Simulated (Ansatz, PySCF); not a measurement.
CH₄CdOS, SMILES C[S][Cd][OH]. Atoms are numbered in the order given.

```xyz
8

Cd    -0.3379     0.2406     0.3891
O     -1.8845     1.1851     1.1608
H     -1.7038     2.1246     1.2791
S      1.4369    -0.9810    -0.5015
C      1.1453    -0.8438    -2.3010
H      0.1891    -1.2911    -2.6053
H      1.9553    -1.4074    -2.7854
H      1.1947     0.1955    -2.6538
```

The structure is a stationary point at PBE0-D3(BJ)/def2-SVP. The structure was generated by enumeration; whether it is a known compound was not checked. The def2 effective core potentials stand for the cores of Cd; spin–orbit coupling is left out. The values are those of a single conformer.

Two levels are set side by side: PBE-D3(BJ)/def2-SVP (Ansatz, a quantum-chemistry and plane-wave program) and PBE0-D3(BJ)/def2-SVP (Ansatz). Each level has its own optimised geometry; the coordinates shown are those of the second. Frequencies come from the Hessian of PySCF at each geometry. Differences are taken from unrounded values.

| quantity | PBE0-D3(BJ) |
|---|---|
| mean bond length (Å) | 1.484 |
| bond Cd1–O2 (Å) | 1.970 |
| bond Cd1–S4 (Å) | 2.331 |
| bond S4–C5 (Å) | 1.828 |
| bond O2–H3 (Å) | 0.964 |
| bond C5–H6 (Å) | 1.099 |
| bond C5–H7 (Å) | 1.099 |
| bond C5–H8 (Å) | 1.099 |
| highest harmonic wavenumber (cm⁻¹) | 3889 |
| mean harmonic wavenumber (cm⁻¹) | 1256 |
| zero-point energy (kcal/mol) | 32.33 |

What does PBE-D3(BJ) give, and how far is it from PBE0-D3(BJ)? (An estimate is asked for; the answer gives what the named calculation found.)


```tsv
quantity	PBE-D3(BJ)	PBE-D3(BJ) minus PBE0-D3(BJ)
mean bond length (Å)	1.497	0.013
bond Cd1–O2 (Å)	1.990	0.020
bond Cd1–S4 (Å)	2.346	0.015
bond S4–C5 (Å)	1.843	0.015
bond O2–H3 (Å)	0.977	0.013
bond C5–H6 (Å)	1.107	0.008
bond C5–H7 (Å)	1.108	0.008
bond C5–H8 (Å)	1.107	0.008
highest harmonic wavenumber (cm⁻¹)	3697	-192
mean harmonic wavenumber (cm⁻¹)	1214	-42
zero-point energy (kcal/mol)	31.23	-1.09
```

GGA bonds tend to be longer and softer than those of functionals with exact exchange. Differences between two approximate levels are no errors against the true value.
